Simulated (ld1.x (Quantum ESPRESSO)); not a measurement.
**Cd: variants of one TM potential**

Base potential:

ld1.x (Quantum ESPRESSO) 7.5 input, shortened:

```
&input
   title='Cd', zed=48., rel=1, dft='PBE', iswitch=3,
   config='[Kr] 4d10 5s1.5 5p0.5'
 /
 &inputp
   pseudotype=2, tm=.true., lloc=0,
   nlcc=.false.
 /
3
4P  2  1   6.00   0.00  1.25  1.25  0.0
4D  3  2  10.00   0.00  1.40  1.40  0.0
4S  1  0   2.00   0.00  1.40  1.40  0.0
 &test
   configts(1)='4s2 4p6 4d10 5s1.5 5p0.5'
 /
```

Occupied shells without a wave of their own: 5p, 5s. They enter only through the test configuration that unscreens the potential.

Cutoffs, loose and tight: the cutoffs (Ry, on a coarse ladder) from which the occupation-weighted sum of valence levels, in a spherical-Bessel basis at the reference potential, stays within 10 and 1 mRy of its value at 400 Ry. They do not see the model core or the augmentation charge, which bear on the density cutoff. Test errors are all-electron minus pseudo excitation energies from the reference, over the configurations 4s2 4p6 4d10 5s2 5p0; 4s2 4p6 4d10 5s1 5p0; 4s2 4p6 4d10 5s0 5p0; 4s1 4p6 4d10 5s2 5p0; 4s2 4p6 4d10 5s0 5p2; 4s2 4p6 4d10 5s0 5p1; 4s2 4p6 4d9 5s0 5p0. A dash means not determined; rows that change the core or the reference have their own tests.

On the changes marked as counting shells twice: ld1.x takes every shell without a wave as core, so the model core holds the marked electrons as well and exchange and correlation see them twice. This cancels in the reference configuration, but the file is broken for other ones, and its errors say nothing about a proper core correction.

```tsv
change	outcome	cutoff, loose	cutoff, tight	bound ghosts	largest test error (meV)
base	generated, misses its reference levels by 1.76 eV	90 Ry	160 Ry	none	-6091
type ultrasoft; waves now 4s (bound): rcut 1.20, rcutus 1.40 bohr; 5s (bound): rcut 1.20, rcutus 1.40 bohr; 4p (bound): rc 1.25 bohr; 5p (bound): rc 1.25 bohr; 4d (bound): rcut 1.20, rcutus 1.40 bohr; 4d channel at 1.3 Ry: rcut 1.20, rcutus 1.40 bohr; local potential all-electron potential smoothed inside 0.95 bohr (lloc = -1); augmentation PSQ, radius 1.30 bohr	failed: run_pseudo: Errors in PS-KS equation	–	–	–	–
core correction full core density, not smoothed (it rises at the typed radius of 1.34 bohr, so ld1.x skipped the fit) (5p, 5s counted twice)	generated, misses its reference levels by 1.76 eV	90 Ry	160 Ry	none	-6663
wave 4d (bound): rc 1.40 bohr becomes 4d (bound): rc 1.72 bohr	generated, misses its reference levels by 1.76 eV	90 Ry	160 Ry	none	-6100
reference 4s2 4p6 4d10 5s2 5p0	generated, misses its reference levels by 1.68 eV	90 Ry	160 Ry	none	-7499
core [Kr], valence charge 12; reference 4d9 5s0 5p0; waves now 5p (bound): rc 2.45 bohr; 4d (bound): rc 1.15 bohr; 5s (bound): rc 1.85 bohr; core correction a·sin(br)/r model core, default radius (core density twice the valence density)	generated	90 Ry	110 Ry	none	-329
local potential all-electron potential smoothed inside 1.20 bohr (lloc = -1)	generated, misses its reference levels by 1.19 eV	100 Ry	160 Ry	none	-4123
wave 4s (bound): rc 1.40 bohr becomes 4s (bound): rc 1.02 bohr	generated, misses its reference levels by 0.19 eV	140 Ry	260 Ry	none	-793
all radii scaled by about 1.33 (s 1.86, p 1.66, d 1.86 bohr)	failed: run_pseudo: Errors in PS-KS equation	–	–	–	–
functional LDA (PZ)	generated, misses its reference levels by 1.78 eV	90 Ry	160 Ry	none	-6109
```

What comes out with this change to the base: wave 4p (bound): rc 1.25 bohr becomes 4p (bound): rc 1.86 bohr?

outcome: generated, misses its reference levels by 1.76 eV; cutoff, loose: 90 Ry; cutoff, tight: 140 Ry; bound ghosts: none; largest test error (meV): -6288.
